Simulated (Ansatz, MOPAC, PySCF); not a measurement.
Complex: H2S (SMILES S) (first 3 atoms) with HI (SMILES I); geometry from B3LYP-D3(BJ)/def2-TZVP, rigid monomers moved along the line of their centres of mass till S1···H5 is 3.47 Å.
(charge 0, multiplicity 1):
```xyz
5

S     -0.09462     0.07228     0.10212
H      0.05623     1.40178     0.21974
H     -1.39045     0.12643     0.45125
I      1.00447    -0.27774     5.07010
H      0.72675    -0.25356     3.46060
```

Monomers are frozen at their geometry in the pair; levels with a basis set take the counterpoise correction. Rows marked so take none.

Frozen-core correlation. Filled d and f shells under p-block atoms count as core. CBS: X⁻³ extrapolation of the correlation energy, Hartree–Fock from the larger set. Rows in 3-21G carry no dispersion term and start afresh at each structure; the Pople sets are all-electron and without relativity. The state reached by PM7 isn't checked; PM7 holds dispersion and hydrogen-bond terms.

Programs: Ansatz (Gaussian orbitals); MOPAC for PM7 (differences of heats of formation); PySCF for 3-21G rows, the dispersion terms. Values without a source in brackets are computed. In def2 rows elements past Kr take small-core potentials, without spin–orbit coupling.

```
level                                  interaction energy (meV)
-------------------------------------  ------------------------
PM7                                                       -50.8
HF/def2-SVPD                                              -31.7
PBE-D3(BJ)/def2-TZVPPD                                    -70.2
r2SCAN-D4/def2-TZVPPD                                     -56.0
B3LYP/3-21G (no counterpoise)                        (withheld)
B3LYP-D3(BJ)/def2-TZVPPD                             (withheld)
SCS-MP2/def2-TZVPPD                                       -48.3
CCSD/def2-SVPD                                            -48.0
CCSD(T)/CBS(def2-TZVPPD, def2-QZVPPD)                     -55.4
```

Problem. Complete the blanks.

Solution. 
- B3LYP/3-21G (no counterpoise), interaction energy (meV): -44.2
- B3LYP-D3(BJ)/def2-TZVPPD, interaction energy (meV): -59.9

Ansatz is a quantum-chemistry and plane-wave program.
